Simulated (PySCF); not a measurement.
## Computed vibrations of [Tl(NH2)2]+

[Tl(NH2)2]+ (singlet). PySCF 2.14.0, RKS PBE0, Tl def2-SVP with ECP60, N def2-SVP, H def2-SVP; non-relativistic Hamiltonian with scalar-relativistic core potentials where named; density fitting; no spin-orbit coupling. Central differences of gradients.

```xyz
7

Tl    0.0001   -0.0225   -0.0005
N    -0.1456    0.1356    2.0069
H     0.7478    0.4061    2.4283
H    -0.4628   -0.7385    2.4335
N     0.1444    0.2257   -1.9988
H     0.4673   -0.6264   -2.4639
H    -0.7508    0.5088   -2.4079
```

Run from Python with OMP_NUM_THREADS=2. Where DIIS fails, smearing, a level shift and second-order steps follow.
It took 36 s on 2 threads of Arm Neoverse V1, on a shared host.

(1) What are the harmonic wavenumbers and infrared intensities?

(2) Is this a minimum?

Answers

(1) Modes are labelled in C2; negative numbers are unstable modes, those under 60 cm⁻¹ near the noise; a finer grid moves soft modes by up to 10 cm⁻¹.
| cm⁻¹ | km/mol | symmetry |
| --- | --- | --- |
| 144 | 0.2 | a |
| 168 | 16.1 | b |
| 232 | 37.5 | a |
| 487 | 25.6 | a |
| 595 | 83.1 | b |
| 716 | 52.7 | b |
| 735 | 87.4 | a |
| 938 | 5.8 | a |
| 941 | 11.1 | b |
| 1519 | 19.3 | b |
| 1525 | 11.7 | a |
| 3502 | 277.8 | b |
| 3506 | 3.4 | a |
| 3619 | 85.0 | a |
| 3619 | 91.5 | b |

(2) Yes. Ideal gas at 298.15 K and 1 bar: S = 304.6 J/(mol K), Cp = 77.2 J/(mol K), H − H(0 K) = 16.4 kJ/mol (rigid rotor, harmonic modes, spin degeneracy alone).
